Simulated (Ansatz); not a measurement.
Isomers of C$_{2}$H$_{6}$BFOSi, relaxed with PBE0-D4/def2-TZVP in Ansatz; electronic energies, one conformer each and not always the lowest. Functionals use def2-TZVPP; CBS adds triple-zeta CCSD(T) − MP2 to the MP2 limit of def2-TZVPP and def2-QZVPP.

(1) Order them by energy at frozen-core CCSD(T)/CBS, lowest first. (An estimate is asked.)
A. `OC1[SiH2]CB1F`
B. `O[SiH]1CB(F)C1`
C. `C[Si]1(F)CBO1`

(2) How do B3LYP-D4, PBE0-D4, ωB97M-V, B3LYP place them (kJ/mol, against `C[Si]1(F)CBO1`)? (Best estimate.)

## Answers

(1) C (0.0 kJ/mol), B (145.2 kJ/mol), A (360.3 kJ/mol).

(2) Computed: 
```tsv
isomer	B3LYP-D4	PBE0-D4	ωB97M-V	B3LYP
`OC1[SiH2]CB1F`	349.5	335.9	354.6	350.5
`O[SiH]1CB(F)C1`	142.8	132.7	141.6	143.4
```

B3LYP here is the variant with VWN-RPA as its local correlation; programs differ in this.
